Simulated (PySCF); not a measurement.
HfCl3, SMILES [Cl][Hf]([Cl])[Cl] (connectivity only; charge and spin as stated), neutral, multiplicity 2. Atoms are numbered in the order given.

```xyz
4

Hf     0.0000     0.0000     0.0000
Cl     2.3346     0.0000     0.0000
Cl    -1.1673    -2.0218     0.0000
Cl    -1.1673     2.0218     0.0000
```
Charge 0, spin multiplicity 2.

Coordinates come from a PBE0-D3(BJ)/def2-SVP optimisation. The multiplicity is an assumed one; other spin states were not compared. The isomer is the one that the SMILES or the coordinates give; other isomers of the formula were not compared. The def2 effective core potentials stand for the cores of Hf; spin–orbit coupling is left out.

Computed with PBE/def2-TZVPD (PySCF).

Mulliken values depend strongly on the basis, most of all with diffuse functions as here. ESP charges are fitted to the potential on shells at 1.4 to 2.0 van der Waals radii. Atomic charges (e):

```json
[
 {"atom": "Hf1", "ESP fit": "0.43", "Mulliken": "0.93", "Mulliken spin": "1.10"},
 {"atom": "Cl2", "ESP fit": "-0.14", "Mulliken": "-0.31", "Mulliken spin": "-0.03"},
 {"atom": "Cl3", "ESP fit": "-0.14", "Mulliken": "-0.31", "Mulliken spin": "-0.03"},
 {"atom": "Cl4", "ESP fit": "-0.14", "Mulliken": "-0.31", "Mulliken spin": "-0.03"}
]
```
